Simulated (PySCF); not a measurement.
Isomers of C3H14OSi3 and their computed core-level spectra.

Computed, not measured: delta-SCF UKS SCAN, pcX-2 on the ionised atom, pcseg-1 elsewhere, spin-free X2C (PySCF 2.14.0). Geometries: PBE0-D3(BJ)/def2-SVP; isolated species, one conformer each.

Line lists (1s up to Mg, 2p3/2 beyond; areas count atoms within a level, one atom standing for each set equivalent by bonding):
1. C 1s: 290.55 (area 2), 292.11 (area 1) eV; O 1s: 537.46 eV; Si 2p3/2: 106.36 (area 2), 106.59 (area 1) eV
2. C 1s: 290.12 (area 1), 290.52 (area 2) eV; O 1s: 537.54 eV; Si 2p3/2: 106.48 (area 1), 106.96 (area 1), 107.11 (area 1) eV
3. C 1s: 290.56 (area 2), 292.11 (area 1) eV; O 1s: 537.53 eV; Si 2p3/2: 106.06 (area 1), 106.26 (area 1), 106.77 (area 1) eV
4. C 1s: 289.53 (area 1), 290.05 (area 1), 290.55 (area 1) eV; O 1s: 538.24 eV; Si 2p3/2: 106.62 (area 1), 106.71 (area 1), 106.79 (area 1) eV
5. C 1s: 290.00 (area 1), 290.11 (area 1), 290.70 (area 1) eV; O 1s: 537.35 eV; Si 2p3/2: 106.38 (area 1), 106.74 (area 1), 106.99 (area 1) eV

Structures:
A. `CC[Si@@H](C)O[SiH2][SiH3]`
B. `O(C(C)C)[SiH]([SiH3])[SiH3]`
C. `CC[Si@H](O)C([SiH3])[SiH3]`
D. `CC(C)O[SiH2][SiH2][SiH3]`
E. `CC(C)[SiH2]O[SiH2][SiH3]`

Question: Which list belongs to which compound?

Answer: 
- 1 = B: no other candidate has these counts of sites. C 1s: 290.55 methyl carbon (×2), 292.11 sp3 carbon bound to oxygen; O 1s: 537.46 silyl ether oxygen; Si 2p3/2: 106.36 SiH3 silicon (×2), 106.59 oxygen-bound silicon.
- 2 = E: another candidate has the same counts of sites, so positions decide. C 1s: 290.12 sp3 carbon bound to silicon, 290.52 methyl carbon (×2); O 1s: 537.54 siloxane oxygen; Si 2p3/2: 106.48 SiH3 silicon, 106.96 oxygen-bound silicon, 107.11 oxygen-bound silicon.
- 3 = D: another candidate has the same counts of sites, so positions decide. C 1s: 290.56 methyl carbon (×2), 292.11 sp3 carbon bound to oxygen; O 1s: 537.53 silyl ether oxygen; Si 2p3/2: 106.06 SiH2 silicon, 106.26 SiH3 silicon, 106.77 oxygen-bound silicon.
- 4 = C: another candidate has the same counts of sites, so positions decide. C 1s: 289.53 sp3 carbon bound to silicon, 290.05 sp3 carbon bound to silicon, 290.55 methyl carbon; O 1s: 538.24 silanol oxygen; Si 2p3/2: 106.62 SiH3 silicon, 106.71 SiH3 silicon, 106.79 oxygen-bound silicon.
- 5 = A: another candidate has the same counts of sites, so positions decide. C 1s: 290.00 sp3 carbon bound to silicon, 290.11 Si-methyl carbon, 290.70 methyl carbon; O 1s: 537.35 siloxane oxygen; Si 2p3/2: 106.38 SiH3 silicon, 106.74 oxygen-bound silicon, 106.99 oxygen-bound silicon.

The 2p values aren't plain energy differences: one relaxed spin-free 2p hole is combined with a matrix within the shell (ground-state 2p orbital-energy differences and spin–orbit coupling). 2p3/2, the mean of its two sublevels, lies a third of the splitting below the shell's mean and 2p1/2 two thirds above it; the statistical areas are 2:1.
